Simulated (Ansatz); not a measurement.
C3H8SSi can be A, `CC1C[SiH2]S1`, or B, `C=CS[SiH2]C`.

Calculated with Ansatz (gas phase, PBE0-D4/def2-TZVP geometries, no zero-point term in ΔE). CCSD(T)/CBS is the MP2 limit (def2-TZVPP, def2-QZVPP) plus CCSD(T) − MP2 in def2-TZVPP, frozen cores. Functionals use def2-TZVPP. Each species was taken in one conformer, which may not be the lowest.

A:

Z-matrix (Å, degrees):
```
C
C 1 1.509
H 1 1.095 2 109.9
H 1 1.092 2 111.4 3 119.9
H 1 1.092 2 110.6 3 -119.7
C 2 1.544 1 115.4 3 62.8
S 2 1.868 1 112.2 3 179.4
H 2 1.092 1 110.0 3 -62.3
Si 6 1.876 2 93.9 1 138.5
H 6 1.091 2 114.0 1 -96.8
H 6 1.093 2 110.0 1 25.2
H 9 1.487 6 118.3 2 -130.2
H 9 1.489 6 115.4 2 100.1
```

B:

Z-matrix (Å, degrees):
```
Si
C 1 1.863
S 1 2.141 2 107.4
H 1 1.488 2 111.0 3 -121.1
H 1 1.489 2 112.0 3 118.3
H 2 1.092 1 110.9 3 -60.5
H 2 1.093 1 110.1 3 179.5
H 2 1.092 1 110.8 3 60.0
C 3 1.759 1 99.8 2 168.8
C 9 1.326 3 123.2 1 151.0
H 9 1.086 3 115.9 1 -32.4
H 10 1.084 9 122.0 3 -3.5
H 10 1.083 9 120.3 3 175.9
```

(1) Which is lower in electronic energy at CCSD(T)/CBS, and by how much? (An estimate is asked.)

(2) Give E(B) − E(A) in kJ/mol with ωB97M-V, PBE-D4, CCSD/def2-TZVPP, MP2/def2-TZVPP, CCSD(T)/def2-TZVPP, r2SCAN-D4, PBE0-D4. (An estimate is asked.)

Largest T1 diagnostic: 0.011.

Answers

(1) Ansatz gave: A, by 25.5 kJ/mol.

(2) Computed: ωB97M-V 27.7, PBE-D4 25.0, CCSD/def2-TZVPP 24.8, MP2/def2-TZVPP 34.4, CCSD(T)/def2-TZVPP 25.1, r2SCAN-D4 21.3, PBE0-D4 34.5. None reverses the order clearly.

The D4 term adds +5.7 kJ/mol with B3LYP and +2.8 kJ/mol with PBE0; it sums over pairs of atoms, weighted by their polarisabilities, and B3LYP, whose exchange is more repulsive, gets the larger term. In def2-TZVPP, CCSD(T) changes the Hartree–Fock value by +19.6 kJ/mol (the triples alone add +0.3 kJ/mol) and MP2 by +28.9 kJ/mol.

B3LYP here is the variant with VWN-RPA as its local correlation; programs differ in this.
